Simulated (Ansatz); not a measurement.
`[BH2][Al]([CH2]F)[O]C` + `O[CH2][GeH3]` → `BO[CH2][GeH3]` + `C[O][AlH][CH2]F`  (cleavage of the B–Al bond)

Isolated molecules relaxed with PBE0-D4/def2-TZVP in Ansatz; ΔE leaves out vibrations. CCSD(T)/CBS adds triple-zeta CCSD(T) − MP2 to the extrapolated MP2 energy (def2 sets, frozen cores). DFT in def2-TZVPP. For Ge outer-core shells are correlated without core-valence functions, which leaves a few kJ/mol of doubt a bond. Scalar relativity is left out up to krypton. Each species was taken in one conformer, which may not be the lowest.

| level | ΔE (kJ/mol) |
| --- | --- |
| ωB97X-V | -181.9 |
| PBE0 | -177.4 |
| CCSD(T)/def2-TZVPP | -183.4 |
| MP2/CBS(def2) | -188.8 |

Question: What does CCSD(T)/CBS give? (An estimate is asked.)

Answer: The calculation gave: -181.5 kJ/mol. The listed levels differ from it by -0.4, 4.1, -1.9, -7.3 kJ/mol.

Largest T1 diagnostic among the species: 0.013.
